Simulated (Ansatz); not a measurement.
Cartesian coordinates in Å:
```
C -0.0090 -1.5563 0.3484
In -0.0548 0.4951 -0.2276
S 0.7846 2.3860 0.9406
Br -1.0993 1.1502 -2.3853
H -0.6470 -1.6984 1.2210
H 1.0113 -1.8416 0.6040
H -0.3720 -2.1669 -0.4765
H 0.3863 3.2319 -0.0245
```

The species carries charge 0 and has multiplicity 1. In takes the def2 core potential.

Problem. List the PBE/def2-TZVPP orbital energies in eV (the Gaussian-basis code of Ansatz). (An estimate is asked.)

Solution. Ansatz gave: Occupied: -13088.41, -2395.86, -1681.54, -1515.90, -1515.85, -1515.84, -269.44, -228.31, -208.80, -170.46, -170.30, -170.27, -154.93, -154.85, -154.73, -122.54, -80.26, -80.06, -79.97, -67.13, -67.09, -67.07, -66.95, -66.95, -19.74, -19.69, -19.49, -19.35, -19.30, -18.23, -17.47, -17.17, -10.61, -10.36, -10.34, -9.66, -7.62, -7.52, -7.07, -6.65, -6.42. Lowest empty: -2.19, -2.01, -0.62, 0.03, 0.34, 1.15, 1.41, 1.88.
